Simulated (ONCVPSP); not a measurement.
**What one change does to a pseudopotential (hafnium, ONCV)**

Hf, optimised norm-conserving Vanderbilt (ONCV), made with ONCVPSP 4.0.1 (LDA (Perdew-Wang 92), non-relativistic). Core [Kr] 4d10 4f14, reference 5s2 5p6 5d2 6s1 (charge +1). Waves: 5s+6s: rc 2.35 bohr, ncon 3, nbas 7, qcut 5.4 1/bohr, 2 projectors; 5p: rc 2.25 bohr, ncon 4, nbas 9, qcut 5.4 1/bohr, 2 projectors, debl 3.1 Ha; 5d: rc 3.00 bohr, ncon 3, nbas 8, qcut 4.1 1/bohr, 2 projectors, debl 2.5 Ha. Local part: polynomial inside 1.80 bohr (lpopt 5, dvloc0 6 Ha). Core correction: Teter function, fcfact 5.75, rcfact 1.5.

All-electron outer shells of the reference configuration (LDA (PZ), non-relativistic, ld1.x):

| shell | level (eV) | outermost node (bohr) | outermost maximum (bohr) |
| --- | --- | --- | --- |
| 5s | -62.48 | 0.60 | 1.10 |
| 5p | -40.61 | 0.62 | 1.20 |
| 4f | -30.43 | – | 0.45 |
| 5d | -10.32 | 0.67 | 1.65 |
| 6s | -10.11 | 1.49 | 3.00 |

Change: reference 5s2 5p6 5d2 6s2.

Cutoffs: the cutoffs (Ha) at which the residual kinetic energy of the hardest occupied pseudo-wave falls to 1 and 0.1 mHa per electron; they do not see the model core or the augmentation charge, which bear on the density cutoff. Errors are all-electron minus pseudo energies relative to the spin-unpolarised reference configuration.

Question: What does the change do?

Answer: The potential gets neither clearly harder nor softer (9.6 Ha and 11 Ha → 9.6 Ha and 11 Ha); neither file shows a bound ghost.

```tsv
quantity	base	changed
cutoff, loose	9.6 Ha	9.6 Ha
cutoff, tight	11 Ha	11 Ha
loose cutoff by channel	s 7.6 Ha, p 9.6 Ha, d 6.9 Ha	s 6.9 Ha, p 9.6 Ha, d 6.8 Ha
bound ghosts	none	none
GHOST(+) flags under 300 eV	none	none
largest error over its own tests, meV	+79	+57
s: phases at 2.39 bohr within 0.05 rad from the reference energy up to (Ha; the scan ends near 5)	3.3	3.6
p: phases at 2.29 bohr within 0.05 rad from the reference energy up to (Ha; the scan ends near 5)	to the end of the scan	to the end of the scan
d: phases at 3.05 bohr within 0.05 rad from the reference energy up to (Ha; the scan ends near 5)	0.3	0.6
rms error of d²Exc/dni dnj with the model core, mHa	1.84	1.77
```
